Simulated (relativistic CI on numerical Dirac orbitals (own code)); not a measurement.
Co3+: 3d valence photoemission

Computed with this model: Dirac-Coulomb-Breit CI, separate exchange-only KLI orbitals for each configuration, model QED, valence Slater integrals scaled by 0.9, multiplet model of photoemission in the sudden approximation; configurations [Ar] 3d6 → [Ar] 3d5; 300 K; Lorentzian 0.3 eV and Gaussian 0.5 eV FWHM. Energies are those of the free ion, without screening or charge transfer. The energies are binding energies and can lie tens of eV above those of solids. S is read from ⟨S²⟩ = S(S + 1).

Field parameters in Wybourne normalisation: D3d B²₀ = −7Dσ, B⁴₀ = −14Dq − 21Dτ, B⁴₃ = −14√(10/7) Dq; Oh B⁴₀ = 21Dq, B⁴₄ = √(5/14) B⁴₀; Td as Oh with Dq negative (B⁴₀ = 21Dq, B⁴₄ = √(5/14) B⁴₀). The field is a parameter set, without covalency.

free ion: ground-state S = 2.00, centroid 54.33 eV. Peaks (eV, height): 49.7 (62), 54.3 (100), 55.2 (69), 57.5 (67).

Oh, 10Dq = 23400 cm⁻¹: ground-state S = 0.03, centroid 54.16 eV. Peaks (eV, height): 53.8 (100).

Td, 10Dq = -8000 cm⁻¹: ground-state S = 2.00, centroid 54.43 eV. Peaks (eV, height): 50.2 (68), 54.4 (100), 55.9 (63), 58.1 (41).

Oh, 10Dq = 24350 cm⁻¹: ground-state S = 0.02, centroid 54.20 eV. Peaks (eV, height): 53.9 (100).

Oh, 10Dq = 11350 cm⁻¹: ground-state S = 2.00, centroid 54.42 eV. Peaks (eV, height): 50.2 (91), 53.9 (89), 54.6 (100), 55.7 (95), 58.2 (54).

D3d, 10Dq = 27000, Dσ = 740, Dτ = -410 cm⁻¹: ground-state S = 0.02, centroid 54.26 eV. Peaks (eV, height): 54.0 (100).

Strongest unbroadened transitions for free ion:

```tsv
Energy (eV)	Relative strength
49.59	3.2
49.67	81.6
54.25	3.1
54.26	1.1
54.32	100.0
54.33	23.5
55.03	36.9
55.05	18.4
55.39	1.2
55.43	1.4
55.47	43.5
55.51	12.0
57.41	2.1
57.43	1.1
57.49	64.7
57.51	20.1
57.57	1.1
58.16	1.0
```
